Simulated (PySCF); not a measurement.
# Two-component Hartree-Fock for Sr¹⁹⁺ (strontium, charge +19)

Start: [Ar] 3d1; 3d5/2 filled at m_j = +5/2. Calculated with PySCF 2.14 in an even-tempered Gaussian basis (16 s from 2.1 bohr⁻², ratio 2.8; 12 p from 2.7 bohr⁻², ratio 2.8; 8 d from 2.7 bohr⁻², ratio 2.8; 4 f from 8 bohr⁻², ratio 3): generalised Hartree-Fock with the X2C-1e Hamiltonian and a Gaussian nucleus; one run each with spin-orbit coupling (SO) screened by Boettger's factors, then bare. This is a chosen level, not necessarily the ground level.

```tsv
spinor shell	electrons	ε, screened SO (eV)	ε, bare SO (eV)	weight of nominal j (bare SO)	rms radius, bare SO (bohr)
1s1/2	2	-16917.1	-16917.1	1.000	0.0451
2s1/2	2	-2974.7	-2974.7	1.000	0.185
2p1/2	2	-2765.9	-2768.7	1.000	0.162
2p3/2	4	-2697.1	-2695.9	1.000	0.166
3s1/2	2	-974.31	-974.32	1.000	0.474
3p1/2	2	-892.88	-893.44	0.979	0.467
3p3/2	4	-880.31	-880.08	0.990	0.475
3d5/2	1	-773.79	-773.40	1.000	0.432
```

```csv
quantity,screened SO,bare SO
E (hartree),-2977.42426,-2977.43974
M_J,5/2,5/2
⟨J²⟩,8.752,8.752
⟨L²⟩,6.005,6.005
⟨S²⟩,0.754,0.754
```

Each row is a mean over spinors that exchange with the open shell spreads, by up to 13.023 eV (3p3/2).

Breit and QED terms are absent; they matter most for the inner s and p1/2 levels.

Densities and radii are taken from the X2C orbitals without a picture-change correction, which distorts them close to the nucleus.
